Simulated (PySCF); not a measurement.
CH4AlN, CH4BFN (calculated)

All values are calculated (PySCF 2.14.0). Calculation on a computer-drawn molecule: the log of a Hartree-Fock and frozen-core CCSD(T) single point meant for a local Hartree-Fock minimum, with one planted fault or none, to be diagnosed. Offsets are logged minus clean, where the clean run is the same molecule without the fault. The reference is restricted for singlets and unrestricted otherwise, and also for a bond in bohr or an excited solution. Adding or removing an electron swaps singlet and doublet. The excited solution moves the top pair (singlet) or top alpha electron (doublet) to the lowest empty orbital. Highest occupied and lowest empty are orbital energies over both spins, largest force is the largest gradient component, triples share is (T) over the correlation energy, the T1 limit is 0.02 restricted and 0.045 unrestricted, electrons count all cores, a negative frequency is imaginary (commonest isotopes), and the dipole is about the centre of nuclear charge.

Common to all runs: meant charge 0; logged SCF converged yes; logged CC converged yes; logged SCF stable within its kind yes; possible faults no fault, one electron removed, one electron added, multiplicity raised by two, geometry at a saddle point, SCF held on an excited solution, minimal basis STO-3G, one bond length entered in bohr, all coordinates scaled.

(1) 
```xyz
7
formula=CH4AlN meant_multiplicity=1 meant_basis=cc-pV(D+d)Z logged_electrons=30 logged_basis_functions=23 logged_spin_squared=0 logged_highest_occupied=-3.8971 logged_lowest_empty=9.4642 logged_largest_force=0.03381 logged_T1_diagnostic=0.0084751 logged_D1_diagnostic=0.026373 logged_triples_share=0.0068567 logged_dipole_magnitude=3.2918 logged_energy_HF=-332.40671 logged_energy_CCSD(T)=-332.56792 planted_fault=minimal_basis_STO-3G HF_energy_offset_from_clean_run=2579 CCSD(T)_energy_offset_from_clean_run=2740
N      0.3588     0.0950     0.3731
C      0.6764     1.4545     0.8948
Al    -0.1602     2.7708    -0.3847
H      0.7233    -0.0403    -0.5561
H     -0.6352    -0.0571     0.3146
H      1.7677     1.5256     0.9866
H      0.3047     1.5070     1.9261
```

Units: logged_highest_occupied, logged_lowest_empty in eV; logged_largest_force in hartree/bohr; logged_dipole_magnitude in debye; logged_energy_HF, logged_energy_CCSD(T) in hartree; HF_energy_offset_from_clean_run, CCSD(T)_energy_offset_from_clean_run in kcal/mol.

Drawn bonds:
```tsv
atom	other atom	order
1	2	1
2	3	1
1	4	1
1	5	1
2	6	1
2	7	1
```

(2) 
```xyz
7
formula=CH4AlN meant_multiplicity=1 meant_basis=cc-pV(D+d)Z logged_electrons=30 logged_basis_functions=71 logged_spin_squared=2.0161 logged_highest_occupied=-5.999 logged_lowest_empty=0.34135 logged_largest_force=0.022975 logged_T1_diagnostic=0.027841 logged_D1_diagnostic=0.13026 logged_triples_share=0.031649 logged_dipole_magnitude=0.60096 logged_energy_HF=-336.47168 logged_energy_CCSD(T)=-336.86736 planted_fault=multiplicity_raised_by_two HF_energy_offset_from_clean_run=28.5 CCSD(T)_energy_offset_from_clean_run=41.67
N      0.3588     0.0950     0.3731
C      0.6764     1.4545     0.8948
Al    -0.1602     2.7708    -0.3847
H      0.7233    -0.0403    -0.5561
H     -0.6352    -0.0571     0.3146
H      1.7677     1.5256     0.9866
H      0.3047     1.5070     1.9261
```

Units: logged_highest_occupied, logged_lowest_empty in eV; logged_largest_force in hartree/bohr; logged_dipole_magnitude in debye; logged_energy_HF, logged_energy_CCSD(T) in hartree; HF_energy_offset_from_clean_run, CCSD(T)_energy_offset_from_clean_run in kcal/mol.

Drawn bonds:
```tsv
atom	other atom	order
1	2	1
2	3	1
1	4	1
1	5	1
2	6	1
2	7	1
```

(3) 
```xyz
8
formula=CH4BFN meant_multiplicity=2 meant_basis=cc-pVDZ logged_electrons=31 logged_basis_functions=76 logged_spin_squared=0.758 logged_highest_occupied=-8.1724 logged_lowest_empty=2.3732 logged_largest_force=2.053e-05 logged_lowest_frequency=203.45 logged_T1_diagnostic=0.01738 logged_D1_diagnostic=0.083974 logged_triples_share=0.02395 logged_dipole_magnitude=2.8599 logged_energy_HF=-218.81161 logged_energy_CCSD(T)=-219.41887 planted_fault=no_fault HF_energy_offset_from_clean_run=0 CCSD(T)_energy_offset_from_clean_run=0
N     -0.3428    -1.7669    -1.0226
C      0.0900    -1.2245     0.1522
B     -0.8500    -0.7244     1.2259
F     -2.1808    -0.8747     1.0470
H     -1.3041    -2.0352    -1.0842
H      0.2839    -2.3203    -1.5683
H      1.1656    -1.1335     0.2432
H     -0.4757    -0.2069     2.2399
```

Units: logged_highest_occupied, logged_lowest_empty in eV; logged_largest_force in hartree/bohr; logged_lowest_frequency in cm⁻¹; logged_dipole_magnitude in debye; logged_energy_HF, logged_energy_CCSD(T) in hartree; HF_energy_offset_from_clean_run, CCSD(T)_energy_offset_from_clean_run in kcal/mol.

Drawn bonds:
```tsv
atom	other atom	order
1	2	1
2	3	1
3	4	1
1	5	1
1	6	1
2	7	1
3	8	1
```

(4) 
```xyz
8
formula=CH4BFN meant_multiplicity=2 meant_basis=cc-pVDZ logged_electrons=32 logged_basis_functions=76 logged_spin_squared=0 logged_highest_occupied=0.43806 logged_lowest_empty=9.9818 logged_largest_force=0.098628 logged_T1_diagnostic=0.012022 logged_D1_diagnostic=0.041993 logged_triples_share=0.025875 logged_dipole_magnitude=3.3598 logged_energy_HF=-218.75458 logged_energy_CCSD(T)=-219.39733 planted_fault=one_electron_added HF_energy_offset_from_clean_run=35.79 CCSD(T)_energy_offset_from_clean_run=13.52
N     -0.3428    -1.7669    -1.0226
C      0.0900    -1.2245     0.1522
B     -0.8500    -0.7244     1.2259
F     -2.1808    -0.8747     1.0470
H     -1.3041    -2.0352    -1.0842
H      0.2839    -2.3203    -1.5683
H      1.1656    -1.1335     0.2432
H     -0.4757    -0.2069     2.2399
```

Units: logged_highest_occupied, logged_lowest_empty in eV; logged_largest_force in hartree/bohr; logged_dipole_magnitude in debye; logged_energy_HF, logged_energy_CCSD(T) in hartree; HF_energy_offset_from_clean_run, CCSD(T)_energy_offset_from_clean_run in kcal/mol.

Drawn bonds:
```tsv
atom	other atom	order
1	2	1
2	3	1
3	4	1
1	5	1
1	6	1
2	7	1
3	8	1
```

Notes: highest electron not bound in this basis.
